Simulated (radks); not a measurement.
Results of a calculation; reference values are marked as such.
Neutral holmium, configuration [Xe] 4f11 6s1.75 5d0.25 (fractional occupations, a model configuration). Code: a radial shooting solver on a logarithmic mesh with Libxc functionals. Model: scalar-relativistic Kohn-Sham, B86b exchange with PBE correlation, spin-polarised, spherical densities, point nucleus; open shells are filled with parallel spins first (spin-orbit coupling, left out, can overturn this in heavy ions).

Local quantities along the radius. ELF = 1/(1 + alpha^2) is the electron localisation function; alpha = (tau - tau_W)/tau_unif compares the Pauli kinetic energy density with that of the uniform gas (summed over spins); 4 pi r^2 rho is in e/bohr; s = |grad rho|/(2 (3 pi^2)^(1/3) rho^(4/3)) is the reduced gradient. tau is taken from the large components.

r (bohr)    ELF    alpha  4 pi r^2 rho       s
0.002251  0.999  0.02886         17.42  0.6198
0.003076  0.999  0.03396         26.85  0.5793
0.004202  0.998  0.04281         39.74  0.5611
0.00574   0.997  0.05897         55.68  0.5639
0.007905  0.992  0.09214         72.87  0.5894
0.0108    0.974   0.1643         85.89  0.6369
0.01475   0.896   0.3414         90.05  0.6982
0.02032   0.618   0.7856         84.55  0.7196
0.02776   0.345    1.379         79.65  0.5670
0.03792   0.415    1.186         90.08  0.3228
0.05222   0.687   0.6755         113.4  0.3018
0.07135   0.718   0.6271         118.0  0.4311
0.09747   0.428    1.155         97.00  0.4737
0.1332    0.408    1.205         94.19  0.2405
0.1834    0.717   0.6279         107.0  0.3010
0.2505    0.573   0.8624         75.69  0.5565
0.3422    0.247    1.746         47.85  0.3101
0.4713    0.674   0.6962         57.34  0.2248
0.6439    0.637   0.7553         43.16  0.4898
0.8797    0.344    1.380         20.99  0.5920
1.211     0.475    1.052         12.45  0.5235
1.655     0.552   0.9002         6.641  0.8051
2.261     0.219    1.887         2.301   1.239
3.089     0.124    2.659        0.8987   1.071
4.254     0.568   0.8726        0.5200   1.163
5.811     0.671   0.7002        0.2009   2.208
7.939     0.134    2.540       0.03695   4.922
10.93     0.001    26.16      0.002809   13.60
14.94     0.000    285.8     0.0001159   40.31

On this mesh the ELF has minima near r = 0.033, 0.11, 0.34, 0.88, 2.7 bohr, which separate the shells, and maxima near 0.061 (0.74), 0.21 (0.73), 0.55 (0.72), 1.4 (0.57), 5.0 (0.71).
